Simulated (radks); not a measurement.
Values are calculated unless marked as measured or tabulated.
Task: These are the eigenvalues of the occupied orbitals of an atom or ion with whole-number occupations (Ry). Code: a radial shooting solver on a logarithmic mesh with Libxc functionals. Model: scalar-relativistic Kohn-Sham, PBEsol, spin-polarised, spherical densities, finite nucleus; Fermi nuclear charge, rms radius of each element as measured or else 0.836 A^(1/3) + 0.57 fm.

| orbital | eigenvalue |
|---|---|
| 1s down | -515.0410 |
| 1s up | -515.0404 |
| 2s up | -61.37915 |
| 2s down | -61.23575 |
| 2p up | -52.48376 |
| 2p down | -52.37494 |
| 3s up | -8.20173 |
| 3s down | -7.88412 |
| 3p up | -5.71453 |
| 3p down | -5.40207 |
| 3d up | -1.83853 |
| 3d down | -1.54749 |
| 6d up | -0.13856 |

Which element is it, and in what charge state? The configuration may be excited. Open shells, if any, are filled with parallel spins first.

Result: Z = 26, iron, charge +1: Fe+ in [Ar] 3d6 6d1. The list shows which subshells hold electrons but not how many an open one holds; the 1s level, -257.52 hartree, gives Z - s = 22.7 by -(Z - s)^2/2, which with screening and relativity narrows Z to a few neighbours, and the depths of the outer levels then fix element, charge and occupations together.
